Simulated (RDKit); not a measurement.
Input file for RDKit: UFF on H2O2Se (SMILES O[Se]O), a point of a torsion scan.

```python
from rdkit import Chem
from rdkit.Chem import AllChem, rdDetermineBonds

blocks = [
'''5

O     1.07788868    0.48107784   -0.29299326
Se   -0.08379743   -0.83953171   -0.69075160
O    -0.84903950   -0.12093786   -2.12467721
H     1.98416764    0.16481411   -0.32152070
H    -0.33946576   -0.28650292   -2.92482610
''',
]
mol = None
for b in blocks:
    f = Chem.MolFromXYZBlock(b)
    rdDetermineBonds.DetermineBonds(f, charge=0)
    mol = f if mol is None else Chem.CombineMols(mol, f)
Chem.SanitizeMol(mol)
print(Chem.MolToSmiles(Chem.RemoveHs(mol)))
ff = AllChem.UFFGetMoleculeForceField(mol, vdwThresh=100.0, ignoreInterfragInteractions=False)
e = ff.CalcEnergy()
print(f'UFF energy {e:.6f} kcal/mol')
```

Program output:

```
O[Se]O
UFF energy 8.562519 kcal/mol
```

The run finished.

Cost: about 0.010 core-seconds (a rough figure).
